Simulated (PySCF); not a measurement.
# Dipole response of I (iodine, neutral)

[Kr] 4d10 5s2 5p5, 2P determinant. Computed with PySCF 2.14 in aug-cc-pwCVQZ-PP with ECP28MDF (10s10p8d6f4g1h, 169 functions), with a scalar-relativistic core potential. Coupled (time-dependent) response in atomic units; α is the mean over directions.

```csv
method,mean α (bohr³),"α xx, yy, zz",C₆ (like pair),S(−4)
PBE0,33.23,"30.46, 34.61, 34.61",362.3,226.2
```

S(−4) is the Cauchy moment in α(ω) = α(0) + S(−4) ω² + …

Reference α: 32.9 ± 1.3 bohr³ (recommended; Schwerdtfeger and Nagle, table of static dipole polarizabilities (2023 update)). Published C₆: 385.0 (Chu and Dalgarno (2004); Tang, Norbeck and Certain (1976)).

Spin-orbit coupling is absent.

α(iu) at PBE0:

| u (hartree) | α(iu) (bohr³) |
| --- | --- |
| 0 | 33.23 |
| 0.0500 | 32.68 |
| 0.100 | 31.16 |
| 0.200 | 26.53 |
| 0.300 | 21.64 |
| 0.500 | 14.24 |
| 0.750 | 9.026 |
| 1.00 | 6.224 |
| 1.50 | 3.570 |
| 2.00 | 2.391 |
| 3.00 | 1.349 |
| 5.00 | 0.6239 |

The components differ because the open shell of this determinant is not spherical; for a pure term their mean is the scalar polarisability.

Energies and moments cover only the electrons outside the core potential.
